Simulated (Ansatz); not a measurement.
Conformers of AlFH2O2, SMILES `[OH][Al]([OH])[F]`, each relaxed with PBE0-D4/def2-TZVP in Ansatz. CBS adds the triple-zeta coupled-cluster correction to the MP2 limit.

Not all of them had a frequency check.

Conformer A:

Z-matrix (Å, degrees):
```
Al
O 1 1.680
F 1 1.647 2 120.7
O 1 1.680 2 118.5 3 180.0
H 2 0.955 1 122.9 3 0.0
H 4 0.955 1 122.9 2 -180.0
```

Conformer B:

```xyz
6

O    -0.649    0.890    0.892
Al   -0.149   -0.301   -0.187
O     1.438   -0.371   -0.734
F    -1.203   -1.434   -0.739
H    -1.541    0.962    1.224
H     2.105    0.254   -0.456
```

**Question.** Which is lowest in electronic energy at CCSD(T)/CBS (frozen core, def2 sets), and by how much? (Estimate.)

**Answer.** Computed: B; A lies 1.1 kJ/mol higher. Gaps under about 2 kJ/mol don't settle the order.

**Question.** Give the energies relative to B (kJ/mol) with r2SCAN-D4/def2-TZVPP, ωB97X-V/def2-TZVPP, r2SCAN/def2-TZVPP, B3LYP/def2-TZVPP, HF/def2-TZVPP, MP2/def2-TZVPP, SCS-MP2/def2-TZVPP. (An estimate is asked.)

**Answer.** Computed: 
```tsv
level	A
r2SCAN-D4/def2-TZVPP	0.7
ωB97X-V/def2-TZVPP	0.7
r2SCAN/def2-TZVPP	0.7
B3LYP/def2-TZVPP	0.7
HF/def2-TZVPP	1.3
MP2/def2-TZVPP	0.8
SCS-MP2/def2-TZVPP	0.8
```

B3LYP here is the variant with VWN-RPA as its local correlation; programs differ in this.
